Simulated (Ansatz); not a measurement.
Species, as SMILES: [AsH2] (AsH2), doublet.
Atoms: As1, H2, H3. Bonds: As1-H2, As1-H3.

Basis-set convergence of the optimised As1-H2 bond length at B3LYP with Ansatz (an electronic-structure program). Cartesian d functions, on some or all atoms, in 6-31G; all else is spherical. The program fits the integrals of some runs and decomposes those of others, by size. Open shells are unrestricted. No added dispersion term, no relativity. Reference: the value in aug-pcseg-3, 1.5285 Å, itself unsure by roughly 0.0005 Å (its mean distance from aug-cc-pVQZ, cc-pV5Z, def2-QZVPPD).

```csv
basis,functions,optimised As1-H2 bond length (Å)
6-31G,33,…
6-311G**,56,…
cc-pVTZ,71,1.5296
def2-TZVPPD,88,…
aug-cc-pVTZ,105,1.5295
cc-pVQZ,128,1.5280
pcseg-3,134,1.5285
def2-QZVP,135,1.5285
aug-cc-pVQZ,185,1.5279
```

Task: Some entries are withheld; supply them.

Result: 
- 6-31G, optimised As1-H2 bond length (Å): 1.5517
- 6-311G**, optimised As1-H2 bond length (Å): 1.5299
- def2-TZVPPD, optimised As1-H2 bond length (Å): 1.5291
